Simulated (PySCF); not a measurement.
A small calculation by hand: refractive index and permittivity of the vapour

W(NH)(NMe)(OH)2 (CH6N2O2W), SMILES [W](=[NH])([OH])(=[N]C)[OH], multiplicity 1.

Coordinates come from a PBE0-D3(BJ)/def2-SVP optimisation. The spin state was assumed, not searched. The def2 effective core potentials stand for the cores of W; spin–orbit coupling is left out. Other conformers were not sampled.

PBE/def2-TZVP (PySCF) gives a mean static polarisability of 79.1 bohr³ and a dipole moment of 1.33 D. Take an ideal gas at 298.15 K and 1 bar, whether or not the substance is that volatile.

Question: Work out n − 1 in the optical limit and the static ε − 1.

Answer: 
Polarisability volume α' = 79.1 × 0.148185 = 11.72 Å³. Number density N = p/kT = 2.43e-5 Å⁻³.
Dilute limit of Lorentz–Lorenz: n − 1 = 2π N α' = 0.0018.
Orientation term of Debye: μ²/(3kT) = 8.098 Å³ × μ²(D²) = 14.32 Å³.
ε − 1 = 4π N (α' + μ²/3kT) = 0.0080. Orientation of the dipole supplies 55 % of the static response; it can't follow optical fields. Vibrational polarisation and dispersion are left out.
